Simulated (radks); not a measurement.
Results of a calculation; reference values are marked as such.
Ionisation of the iodine ion I+, [Kr] 4d10 5s2 5p4, to [Kr] 4d10 5s2 5p3 as the strength of local exchange is varied. Level of theory: scalar-relativistic Kohn-Sham, Slater X-alpha exchange (alpha = 2/3 is LDA exchange), no correlation, spin-polarised, spherical densities, finite nucleus; open shells are filled with parallel spins first (spin-orbit coupling, left out, can overturn this in heavy ions); Fermi nuclear charge, rms radius 4.75 fm (a radial shooting solver on a logarithmic mesh with Libxc functionals).

[
 {"alpha": "0.551", "E(I+) (hartree)": "-7075.47068", "exchange (hartree)": "-139.79275", "IE (eV)": "16.276", "-e of the level emptied (eV)": "12.238 (5p)", "<r> of it (bohr)": "2.412"},
 {"alpha": "0.572", "E(I+) (hartree)": "-7080.81411", "exchange (hartree)": "-145.22481", "IE (eV)": "16.470", "-e of the level emptied (eV)": "12.429 (5p)", "<r> of it (bohr)": "2.401"},
 {"alpha": "0.605", "E(I+) (hartree)": "-7089.21869", "exchange (hartree)": "-153.77632", "IE (eV)": "16.776", "-e of the level emptied (eV)": "12.733 (5p)", "<r> of it (bohr)": "2.385"},
 {"alpha": "0.667", "E(I+) (hartree)": "-7105.03476", "exchange (hartree)": "-169.89374", "IE (eV)": "17.362", "-e of the level emptied (eV)": "13.314 (5p)", "<r> of it (bohr)": "2.354"},
 {"alpha": "0.747", "E(I+) (hartree)": "-7125.49200", "exchange (hartree)": "-190.78862", "IE (eV)": "18.134", "-e of the level emptied (eV)": "14.083 (5p)", "<r> of it (bohr)": "2.317"}
]

NIST Atomic Spectra Database: 19.131 eV (measured). The central value is not met in this range of alpha. Open shells are spherical and high-spin; term and fine-structure splittings are not resolved. Spin-orbit splitting is averaged out at the scalar-relativistic level.
